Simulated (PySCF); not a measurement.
2-fluoro-3-methylbuta-1,3-diene (C5H7F), SMILES C(=C)(C(=C)C)F. Atoms are numbered in the order given.

```xyz
13

C      1.3767     1.2010     0.0000
C      0.1278     0.7091     0.0000
C     -1.0881     1.5861     0.0000
C     -0.0831    -0.7429     0.0000
C     -1.2535    -1.3881     0.0000
F      1.0473    -1.4597     0.0000
H      2.2450     0.5405     0.0000
H      1.5533     2.2792     0.0000
H     -1.7149     1.3993    -0.8866
H     -1.7149     1.3993     0.8866
H     -0.8026     2.6462     0.0000
H     -2.1936    -0.8398     0.0000
H     -1.2775    -2.4785     0.0000
```

Geometry: PBE0-D3(BJ)/def2-SVP. Other conformers were not sampled.

Method: HF/pcSseg-1 (PySCF).

GIAO shieldings, no solvent; atoms listed in one row are averaged. δ = σ(ref) − σ: ¹³C against TMS (σ = 192.6 ppm); ¹⁹F against CFCl3 (σ = 238.5 ppm); ¹H against TMS (σ = 31.99 ppm), references at their B3LYP-D3(BJ)/def2-TZVP geometries, non-relativistic.

```
nucleus         atoms  count  δ (ppm)
-------  ------------  -----  -------
¹³C                C4      1    171.6
¹³C                C2      1    142.4
¹³C                C1      1    127.6
¹³C                C5      1     99.1
¹³C                C3      1     20.2
¹⁹F                F6      1    -99.5
¹H                 H7      1     6.24
¹H                 H8      1     5.81
¹H                H13      1     5.38
¹H                H12      1     4.94
¹H       H9, H10, H11      3     2.17
```
